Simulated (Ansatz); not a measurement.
`O[Si]O[SiH3]` + `CN(C)C` → `CN(C)[Si]O` + `CO[SiH3]`  (formal exchange of groups at the Si–O bond)

Calculated with Ansatz (gas phase, PBE0-D4/def2-TZVP geometries, no zero-point term in ΔE). CBS: MP2 limit from def2 TZ/QZ plus the TZ coupled-cluster correction, frozen cores. This one scheme is used for every species. Functionals use def2-TZVPP. Each species was taken in one conformer, which may not be the lowest.

Q: Is it downhill or uphill in electronic energy at CCSD(T)/CBS, and by how much? (Best estimate.)

A: The calculation gave: Uphill: ΔE = +0.97 eV.

Q: What do these levels give: CAM-B3LYP-D4, ωB97M-V, BLYP, CCSD/def2-SVP, CCSD(T)/def2-SVP, SCS-MP2/def2-QZVPP? (Best estimate.)

A: The calculation gave: CAM-B3LYP-D4 0.95, ωB97M-V 0.96, BLYP 0.89, CCSD/def2-SVP 0.93, CCSD(T)/def2-SVP 0.91, SCS-MP2/def2-QZVPP 0.98 eV.

Largest T1 diagnostic among the species: 0.014.

Leaving LDA and LC-ωPBE aside and taking each functional with its dispersion term where it has one, the values, not all of them listed here, spread over 0.14 eV, from revPBE-D4 to ωB97M-V. From BLYP to BHLYP (50 % exact exchange), in def2-TZVPP and without D4, ΔE moves by +0.09 eV.
